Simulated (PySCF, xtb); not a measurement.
pyrazine (C₄H₄N₂), SMILES n1ccncc1.

GFN2-xTB in xtb at its own geometry gives an orbital gap of 2.23 eV and a dipole moment of 0.00 D.

The structure is a stationary point at ωB97X-D3(BJ)/def2-SVP.

Task: What does PBE/def2-TZVP (PySCF) give? (The exact figures need the calculation; the answer reports its results.)

Result: gap 3.25 eV (levels -5.78 and -2.53 eV), dipole 0.00 D.
